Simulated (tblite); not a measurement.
Species: C4H10OSSi.
Z-matrix (Å and degrees, GFN2-xTB geometry), rows numbered from 1:
```
C 
O   1  1.4090
C   2  1.4012  1  113.87
C   3  1.5539  2  118.24  1   -88.58
C   4  1.5115  3  118.88  2     7.01
Si  3  1.8873  2  115.94  1  -163.84
S   6  2.1342  3  113.70  4  -108.13
H   1  1.0939  2  111.77  3    60.09
H   1  1.0967  2  110.73  3   -61.38
H   1  1.0887  2  106.53  3   179.69
H   3  1.0899  2  112.64  1    49.28
H   4  1.0855  3  112.41  6  -110.78
H   5  1.0888  4  110.59  3  -156.83
H   5  1.0905  4  110.88  3    83.38
H   5  1.0880  4  110.44  3   -36.93
H   6  1.4429  3  123.36  4   107.47
H   7  1.3241  6   94.11  3    -7.70
```

All values are computed: GFN2-xTB (tblite) harmonic vibrations without scaling, gas phase. The method is semi-empirical: single wavenumbers can be off by several per cent or more. Modes of hydrogen on silicon and sulfur can be 10 to 20 % off. One conformer, not necessarily the lowest.

Harmonic wavenumbers (cm⁻¹): 70.4, 93.7, 122.2, 145.4, 187.5, 205.2, 217.8, 236.0, 297.6, 363.1, 440.1, 503.8, 555.4, 563.4, 669.2, 717.9, 747.3, 854.3, 962.2, 971.9, 1021.0, 1049.5, 1104.4, 1117.8, 1131.0, 1163.6, 1177.6, 1283.4, 1304.6, 1403.0, 1411.0, 1468.2, 1484.6, 1496.8, 1504.9, 2424.7, 2468.6, 2911.0, 2929.0, 2949.5, 2989.3, 3007.7, 3017.9, 3020.4, 3033.7.

A = 2447, B = 1222, C = 1084 MHz; mass 134.022 u (most abundant isotopes); point group C1, symmetry number 1.

What is the zero-point energy?

½Σν̃ = 28399 cm⁻¹ = 81.20 kcal/mol.

Entropy at 400 K, 1 bar (ideal gas, RRHO, classical rotation)?

Translation 42.08, rotation 29.86, vibration 38.48: S = 110.4 cal/(mol K).

And Cp and H(400 K) − H(0)?

Cp = 45.93 cal/(mol K), of which vibrations give 37.98 (their classical limit is 45 R = 89.4); H(400 K) − H(0) = 11.27 kcal/mol without the zero-point energy, 8.09 from vibrations.

Blend soft modes into free rotors: weight 1/[1 + (100 cm⁻¹/ν̃)⁴] for the oscillator and the rest for a rotor with moment μB/(μ + B), μ = h/(8π²ν), B = 10⁻⁴⁴ kg m². What vibrational entropy results?

36.62 cal/(mol K) in place of 38.48, which changes −T·S at 400 K by +0.74 kcal/mol.

What must be added to the electronic energy to get the Gibbs energy at 400 K and 1 bar?

ZPE + [H(400 K) − H(0)] − T·S = 81.20 + 11.27 − 44.17 = 48.30 kcal/mol.

Hindered rotation and anharmonicity are outside this model. Other conformers, if any are populated, would add a mixing term that is left out. The structure is chiral; the term R ln 2 for an equal mix with its mirror image is left out.
